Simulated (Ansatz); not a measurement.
Two isomers of C2H6S2Si: A = `C[SiH2]C(=S)S`, B = `CS[Si]SC`.

Calculated with Ansatz (gas phase, PBE0-D4/def2-TZVP geometries, no zero-point term in ΔE). CCSD(T)/CBS is the MP2 limit (def2-TZVPP, def2-QZVPP) plus CCSD(T) − MP2 in def2-TZVPP, frozen cores. Functionals use def2-TZVPP. B3LYP here is the variant with VWN-RPA as its local correlation; programs differ in this. One conformer a species, not always the lowest.

(1) Which is lower in electronic energy at CCSD(T)/CBS, and by how much? (Estimate.)

(2) Give E(B) − E(A) in kcal/mol with CCSD/def2-TZVPP, B2PLYP, B3LYP, HF/def2-TZVPP, CCSD(T)/def2-TZVPP, MP2/def2-TZVPP, r2SCAN-D4. (An estimate is asked.)

Largest T1 diagnostic: 0.016.

Answers

(1) The calculation gave: B, by 14.8 kcal/mol.

(2) Ansatz gave: CCSD/def2-TZVPP -14.3, B2PLYP -13.1, B3LYP -14.2, HF/def2-TZVPP -13.3, CCSD(T)/def2-TZVPP -13.6, MP2/def2-TZVPP -12.1, r2SCAN-D4 -13.1. None reverses the order clearly.

The D4 term adds −0.8 kcal/mol with B3LYP and −0.5 kcal/mol with PBE0; it sums over pairs of atoms, weighted by their polarisabilities, and B3LYP, whose exchange is more repulsive, gets the larger term.
